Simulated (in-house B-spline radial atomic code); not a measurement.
RPA and G0W0 on PBEsol: N

Configuration [He] 2s2 2p3, highest spin, mean-field start PBEsol. Computed with a B-spline radial code for spherical atoms: all electrons, scalar-relativistic (spin-free one-electron X2C), finite nucleus, each spin shell either full or empty, empty states to l = 9 with an (l + 1/2)⁻⁴ tail; G0W0 by contour deformation at full frequency.

Command:
```bash
python run_gw.py task.json out
```
Settings (radii: box in bohr, nucleus in fm):
```
Z                        7
electrons                7
configuration            [He] 2s2 2p3
hamiltonian              x2c
method                   pbesol
lmax                     9
rms_radius               2.5582
spin_polarised           True
box_radius               40
intervals                75
```

Run time, properties included: 2.2 s on 1 thread of Arm Neoverse N1 (shared host).

Energies (hartree):

```
                                     term      value
                         mean-field total  -54.35666
Hartree-Fock functional on these orbitals  -54.42760
                      direct second order   -0.41653
                    second-order exchange    0.19362
                         SOSEX correction    0.16339
```

Task: What is the RPA correlation energy, and what remains with SOSEX?

Result: RPA gives -0.34011 hartree (-1.32 eV per electron); RPA + SOSEX gives -0.17672, and the second-order doubles -0.22291 hartree (no singles). SOSEX takes back 48 % of the RPA value.

Quasi-particle levels (eV):

```
  level  occupied  mean field  Σx - vxc     Σc  QP weight    G0W0
  2p up       yes      -8.255     -7.42      ?          ?       ?
2p down        no      -3.997      8.15  -4.18      0.830  -0.030
```

G0W0 = mean field + (Σx - vxc) + Σc, with Σc (partial-wave tail included) taken at the quasi-particle energy. Levels of low weight are left out.

Task: Where does G0W0 put 2p up?

Result: At -13.593 eV, with Σc = 2.08 eV and a quasi-particle weight of 0.757. The tabulated removal energy is 14.534 eV (NIST, measured).
